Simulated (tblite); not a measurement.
C6H7FO.
Numbering: `[CH2:1]=[CH:2]/[C:3](=[CH:4]/[CH3:5])[C:6](=[O:7])[F:8]` (hydrogens: H9, H10 on C1; H11 on C2; H12 on C4; H13, H14, H15 on C5)

Computed with GFN2-xTB (tblite), gas phase: nudged elastic band of 9 images (0 to 8), spring 0.2 eV/Å², climbing image at the end, force threshold 0.05 eV/Å. No saddle search or frequency run followed, so the top image need not be a first-order saddle, and its height can exceed the method's true barrier by a kcal/mol or more.

The band describes a rotation about C3–C6 (fully substituted alkene carbon, acyl halide carbon), followed by the dihedral C2–C3–C6–F8, from the optimised start (-31°) to a second optimised geometry at 142°.

**Question.** Give the energy profile along the converged band.

**Answer.** 
```tsv
image	dihedral (°)	E (kcal/mol)	C3–C6 (Å)	C2···F8 (Å)	largest true force (eV/Å)
0	-31	0.00	1.466	2.79	0.01
1	-10	0.62	1.464	2.78	0.07
2	12	1.62	1.466	2.81	0.03
3	33	1.52	1.468	2.87	0.03
4	53	1.35	1.473	2.95	0.04
5	75	1.74	1.480	3.08	0.04
6	96	1.88	1.483	3.26	0.04
7	127	1.02	1.475	3.51	0.04
8	142	0.34	1.468	3.60	0.01
```

Barriers of this band. The top is image 6 at 96°: 1.88 kcal/mol forward and 1.54 kcal/mol back; the end lies 0.34 kcal/mol above the start. The central bond is 0.017 Å longer at the top than at the start. The profile has 2 maxima (images 2 and 6), with lower images between them.

Other torsions move too; by image: C1–C2–C3–C4 (158, 158, 158, 162, 165, 164, 162, 162, -179°).

**Question.** How would the two end points share their population at 298 K, from these energies alone?

**Answer.** exp(−ΔE/kT) with ΔE = 0.015 eV gives 0.56 for the higher one (end) against 1 for the lower, without vibrational, rotational or degeneracy terms. GFN2-xTB can put conformers this close in the wrong order.

What follows is the cost of the whole band run. Cost: about 11 s of CPU time on one thread; the machine was shared, so the figure is rough.
